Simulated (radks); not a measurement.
All-electron atom: S3+ in [Ne] 3s2 3p1 (the NIST ground configuration). Calculated with a radial shooting solver on a logarithmic mesh with Libxc functionals: non-relativistic Kohn-Sham, TPSS, spin-polarised, spherical densities, point nucleus; open shells are filled with parallel spins first; meta-GGA in the generalised Kohn-Sham scheme.

Normalised radial functions P(r) = r R(r), r in bohr:

r	2s up	3p up
0.005016	0.1585	0.0011
0.006377	0.1971	0.0017
0.008106	0.2435	0.0027
0.01031	0.2986	0.0043
0.013	0.3600	0.0067
0.01652	0.4313	0.0105
0.021	0.5078	0.0163
0.02649	0.5819	0.0248
0.03367	0.6501	0.0380
0.0428	0.6963	0.0572
0.05441	0.7018	0.0845
0.06862	0.6469	0.1206
0.08724	0.5043	0.1692
0.1109	0.2567	0.2289
0.1399	-0.0834	0.2932
0.1778	-0.5129	0.3576
0.226	-0.9577	0.4034
0.2873	-1.3207	0.4074
0.3624	-1.4979	0.3477
0.4606	-1.4475	0.2035
0.5856	-1.1817	-0.0245
0.7385	-0.8113	-0.2987
0.9388	-0.4436	-0.5816
1.193	-0.1885	-0.7918
1.517	-0.0596	-0.8426
1.913	-0.0136	-0.7259
2.432	-0.0018	-0.4851
3.092	-0.0001	-0.2474
3.9	0.0000	-0.0945
4.957	0.0000	-0.0232

2s up: eigenvalue -253.93 eV, 1 radial node at r = 0.133 bohr, <r> = 0.479 bohr, 90 % of the charge inside 0.749 bohr. 3p up: eigenvalue -41.049 eV, 1 radial node at r = 0.573 bohr, <r> = 1.66 bohr, 90 % of the charge inside 2.49 bohr.
